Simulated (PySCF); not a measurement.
Two species compared at the same levels of theory.

First species: C5H6N2O2.
SMILES: `COC(=O)c1cc[nH]n1`

Second species: C₇H₁₆N₂.
SMILES: `CCCNN1CCCC1`

Levels: PBE0/pcSseg-1 for HOMO energy, LUMO energy and HOMO–LUMO gap. Geometries: GFN2-xTB. Each species is one conformer at its optimised geometry, gas phase, non-relativistic unless stated. Electronic properties by PySCF.

The conformers computed, where there is a choice (atom-mapped SMILES and torsion angles):
- `[CH3:1][O:2][C:3](=[O:4])[c:5]1[cH:6][cH:7][nH:8][n:9]1`: C1–O2–C3–O4 0°, O2–C3–C5–C6 180°

The conformers of `CCCNN1CCCC1` aren't listed.

Values for the first species:

```
HOMO energy   : -7.63 eV
LUMO energy   : -0.73 eV
HOMO–LUMO gap : 6.90 eV
```

(1) Estimate the same properties for the second species, and the change in each.

## Answers

(1) 
| property | first | second | second less first |
| --- | --- | --- | --- |
| HOMO energy | -7.63 eV | -6.24 eV | +1.39 eV |
| LUMO energy | -0.73 eV | 1.26 eV | +1.99 eV |
| HOMO–LUMO gap | 6.90 eV | 7.50 eV | +0.60 eV |

